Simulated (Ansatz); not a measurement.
arsenic trifluoride (AsF3), singlet, geometry from GFN2-xTB; Ansatz (a quantum-chemistry and plane-wave program) with PBE/cc-pVDZ.

Input for Ansatz:
Ansatz 0.2 input:
```yaml
crystal:
  periodic: [false, false, false]
  atoms:
    - {symbol: F, position_ang: [-0.84302752, -1.17072944, -0.50769894]}
    - {symbol: As, position_ang: [0.01319427, -0.00551619, 0.42391172]}
    - {symbol: F, position_ang: [1.41634737, -0.12051314, -0.56435604]}
    - {symbol: F, position_ang: [-0.62169883, 1.31146860, -0.48228800]}
basis:
  gaussian:
    orbitals: cc-pVDZ
hamiltonian:
  xc: pbe
```

Output, abridged:

```
Functional definition: PBE
775 factors; their error is unknown
mean field evaluation 1: about -68971.7710 eV, gradient 5.4e1 eV
mean field evaluation 2: about -68948.2482 eV, gradient 1.3e2 eV
mean field evaluation 4: about -68976.4230 eV, gradient 1.9e0 eV
mean field evaluation 8: about -68976.4332 eV, gradient 5.0e-2 eV
mean field -68976.39891714 eV, -2534.8359063223 hartree, gradient 4.6e-5 eV, S^2 0.000000; 0 other end points of the search recorded, 0 dependent functions left out
reference -68976.39893613 eV, -2534.8359070205 hartree; 30, 30 occupied and 39, 39 virtual orbitals, 775 factors
Total energy: -68976.39893613 eV, -2534.8359070205 hartree
```
